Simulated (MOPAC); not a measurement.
MOPAC input (PM7):

```
PM7 1SCF GEO-OK AUX(PRECISION=9) THREADS=1
H2O2Zn

Zn   -0.00008980 1    0.00825935 1    0.00149559 1
O     1.15322027 1    0.17235594 1   -1.33933898 1
H     1.89052631 1    0.76562089 1   -1.16732344 1
O    -1.15147916 1   -0.33250027 1    1.31034033 1
H    -1.90176129 1    0.26775330 1    1.35444500 1
```

Problem. What heat of formation does the run end on, and which ionisation energy by Koopmans theorem?

Solution. -58.72 kcal/mol; 11.03 eV.
